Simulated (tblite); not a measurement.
Start geometry of `CNN1CCCC1` from a force field or distance geometry (Å):
```
atom  x, y, z in Å
C1     2.6244    0.0904   -0.3136
N2     1.3033   -0.1002   -0.9451
N3     0.4123   -0.1551    0.1235
C4    -0.5501   -1.1895   -0.1317
C5    -1.8448   -0.4855   -0.3673
C6    -1.7703    0.7631    0.4750
C7    -0.2856    1.0806    0.3652
H8     2.5421   -0.0437    0.7997
H9     2.9016    1.1482   -0.5245
H10    3.3194   -0.6408   -0.7145
H11    1.3315   -1.0713   -1.3615
H12   -0.2606   -1.7051   -1.0658
H13   -0.5622   -1.8683    0.7623
H14   -2.7225   -1.0997   -0.1546
H15   -1.8506   -0.1432   -1.4410
H16   -2.3801    1.5462   -0.0150
H17   -2.0881    0.5805    1.5161
H18    0.0150    1.4347    1.3724
H19   -0.1446    1.8680   -0.3719
```

Task: What comes out of this run: GFN2-xTB geometry optimisation, gas phase in tblite 0.8.0?

Result: 
```
atom  x, y, z in Å
C1     2.6402   -0.3152   -0.4235
N2     1.3845    0.3332   -0.7341
N3     0.4450    0.1785    0.3079
C4    -0.3656   -1.0387    0.2463
C5    -1.7030   -0.6261   -0.3729
C6    -1.9080    0.7535    0.2478
C7    -0.4815    1.3150    0.3464
H8     2.5707   -1.4082   -0.3283
H9     2.9985    0.0900    0.5207
H10    3.3531   -0.0748   -1.2107
H11    1.0225   -0.0056   -1.6310
H12    0.1512   -1.8195   -0.3155
H13   -0.5188   -1.3954    1.2699
H14   -2.5072   -1.3216   -0.1419
H15   -1.6103   -0.5474   -1.4586
H16   -2.5580    1.3929   -0.3463
H17   -2.3408    0.6477    1.2430
H18   -0.3288    1.8675    1.2765
H19   -0.2532    1.9834   -0.4881
```

The energy falls by 80.7 kJ/mol over 116 L-BFGS steps, the largest force on an atom goes from 2.56 to 0.008 eV/Å, and the atoms move by 0.737 Å rms after alignment. The bond that changes most is C4–C5 (sp3 carbon bound to nitrogen to ring CH2 carbon), which lengthens by 0.038 Å. Bonds longer at the end by more than 0.005 Å: 7 of 19; shorter: 10. Among the angles that change most is N3–C7–H19, from 116.4° to 108.8°. Among the dihedrals that turn most is H11–N2–N3–C4, from -28° to 37°. Rotational constants go from 5919, 1914, 1612 to 5737, 1850, 1588 MHz. The orientation of the end geometry is arbitrary; only internal coordinates are fixed.

Hardware: one thread, Arm Neoverse V1 (aarch64), no GPU, on a shared host. Cost: 0.63 s.

GFN2-xTB frequencies show an imaginary mode (34i cm⁻¹), so the point is no minimum at that level.

These are computed values.
